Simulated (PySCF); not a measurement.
Spin states of ZnCl

Unrestricted PBE0; PySCF, no relativity, basis sets Zn def2-TZVPP, Cl def2-TZVPP. Outer shells of the fragments: Zn 3d10 4s2; Cl 3s2 3p5.

Followed along the bond (rough minima from three points):

```
2Ms+1   unpaired  ⟨S²⟩ at the start  R at minimum (Å)  Te (eV)
    2        σ ↑               0.75              2.17     0.00
    4  σ ↑, π ↑↑               3.76  none in the scan   ≤ 6.04
```

Solutions found at the starting distance of 2.160 Å, counted from the lowest of them; the search is not exhaustive and high or unbound solutions are not listed, so other states can lie among these:

```json
{"2Ms+1": "2", "unpaired": "σ ↑", "term": "²Σ⁺", "E (eV)": "0.00", "⟨S²⟩": "0.75", "⟨Lz²⟩": "0.00", "μ (D)": "-2.73"}
{"2Ms+1": "2", "unpaired": "π ↑", "term": "²Π", "E (eV)": "3.93", "⟨S²⟩": "0.75", "⟨Lz²⟩": "1.01", "μ (D)": "3.51"}
{"2Ms+1": "2", "unpaired": "π ↑", "term": "²Π", "E (eV)": "3.97", "⟨S²⟩": "0.77", "⟨Lz²⟩": "1.00", "μ (D)": "-3.01"}
{"2Ms+1": "4", "unpaired": "σ ↑, π ↑↑", "term": "mixed", "E (eV)": "6.35", "⟨S²⟩": "3.76", "⟨Lz²⟩": "2.01", "μ (D)": "3.05"}
{"2Ms+1": "4", "unpaired": "σ ↑, π ↑↑", "term": "mixed", "E (eV)": "6.51", "⟨S²⟩": "3.76", "⟨Lz²⟩": "2.01", "μ (D)": "3.17"}
{"2Ms+1": "4", "unpaired": "σ ↑↑, π ↑", "term": "⁴Π", "E (eV)": "7.43", "⟨S²⟩": "3.76", "⟨Lz²⟩": "1.01", "μ (D)": "2.20"}
{"2Ms+1": "4", "unpaired": "σ ↑↑, π ↑", "term": "⁴Π", "E (eV)": "8.15", "⟨S²⟩": "3.75", "⟨Lz²⟩": "1.01", "μ (D)": "2.34"}
{"2Ms+1": "4", "unpaired": "σ ↑↑↑", "term": "⁴Σ⁺", "E (eV)": "9.37", "⟨S²⟩": "3.76", "⟨Lz²⟩": "0.00", "μ (D)": "2.30"}
```

A term symbol is given only where ⟨S²⟩ and ⟨Lz²⟩ are close to those of a pure state; real π, δ and φ orbitals otherwise mix terms. A positive dipole means Zn(−)Cl(+).

Counting both spins, an empty level lies below a filled one in some of these solutions, because spin and occupation are held.
